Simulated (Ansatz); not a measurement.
Species: TaO, net charge 1, triplet state. The spin state was set by rule; other spins were not relaxed. 
Structure (B3LYP-D3(BJ)/def2-TZVP (Ansatz, an electronic-structure program) minimum search):
```
O
Ta 1 1.6713
```
Charge +1, spin multiplicity 3.

Basis-set convergence of Hartree-Fock and MP2 correlation energies (hartree) with Ansatz. Correlated levels leave the core frozen unless marked. Open shells are spin-unrestricted. Spin-orbit coupling is left out. Frozen are the shells of the preceding noble gas and the d and f shells that filled before the atom's block. Past Kr the def2 sets carry scalar-relativistic core potentials.

```csv
basis,functions,E(HF),"E(corr, MP2)"
def2-SVP,46,-130.89574,-0.29247
def2-TZVPP,87,-131.00842,-0.34872
def2-QZVPP,138,-131.01321,-0.37037
```

Extrapolating the two largest sets (X = 3 and 4) as X^-3: E(corr) = (64·(-0.37037) - 27·(-0.34872))/37 = -0.3862 Eh, an estimate of the basis-set limit. The largest set recovers 95.9 % of it, the smallest 75.7 %.
